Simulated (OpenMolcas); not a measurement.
# Re4+: effect of the metal basis

Re4+ with its 6 nearest chloride ions at 2.409 Å, on the Zr site of Cs2ZrCl6 (a = 10.407 Å, distance in the model lattice 2.446 Å). The rest of the host is ab initio model potentials to 7.6 Å and point charges beyond; the distance is set by hand and nothing relaxes.

```json
{
 "Program": "OpenMolcas",
 "Method": "CASSCF",
 "Spin-orbit coupling": "state interaction with AMFI integrals over the reference wave functions"
}
```

Fixed: ligand basis ANO-RCC-VDZP, active space 3 electrons in 5 orbitals (5d), DKH2 Hamiltonian.

States (labels of O, the rotations of Oh). Energies in cm-1 above the lowest state or level, χT in cm3 K/mol; 10Dq and B are least-squares fits to the states below 45000 cm-1, weighted by degeneracy, with a free offset, and given where the rms deviation is under 5 % of |10Dq| (or 100 cm-1) and under 700 cm-1.

```csv
Run,Metal basis,Ground state,First state of that spin,10Dq,B (rms of fit),First gap with spin-orbit (degeneracies),χT at 300 K,First state of another spin,Cost
A,ANO-RCC-VDZP,4A2,4T2 27951,26620,561 (485),"11662 (4, 4)",1.481,2E 12363,roughly 40 core-seconds
B,ANO-RCC-VTZP,4A2,4T2 27486,26226,573 (464),"11940 (4, 4)",1.483,2E 12664,roughly 110 core-seconds
```

Against A, |10Dq| changes by -1.5 % in B.

Costs are those of the RASSCF and RASSI steps.

Without dynamic correlation the repulsion within the d shell is too large (B by tens of per cent), so at a given field states of lower spin stand too high. With metal d orbitals alone the field can be off either way by tens of per cent. Ligand-to-metal charge-transfer states are missing. With no ligand orbital active B as a rule stays too high, so bands that hang on it stand too high and its fall with covalency is understated. The least metal-like active orbital is 67 % on the metal (Löwdin) and no ligand orbital is active, so the numbers are rough (holds for A). The least metal-like active orbital is 69 % on the metal (Löwdin) and no ligand orbital is active, so the numbers are rough (holds for B). No measured value stands beside these numbers; the geometry was set by hand and not optimised.
